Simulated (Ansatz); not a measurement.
A structure relaxed at r2SCAN-D4/def2-SVP in Ansatz, charge 0, singlet:

Cartesian coordinates in Å:
```
V 0.6059 -0.3166 -0.6212
V -0.6058 0.3165 0.6215
O -0.8526 -1.2914 -0.1726
O 0.8525 1.2916 0.1723
```

Question: Give its formula and point group.

Answer: the cluster V2O2. Point group D2h (tolerance 0.1 Å).

Question: Summarise the bond lengths by kind (pairs closer than 1.2 times the sum of covalent radii, bridged metal pairs left out).

Answer: 4 × O–V 1.81 Å.

The restricted singlet is unstable towards broken spin symmetry at other levels; at r2SCAN-D4/def2-SVP this wasn't settled. At r2SCAN-D4/def2-SVP a quintet of charge 0 lies 0.12 eV below the restricted singlet, each at its own geometry. The structure comes from a short search, and lower isomers may exist.
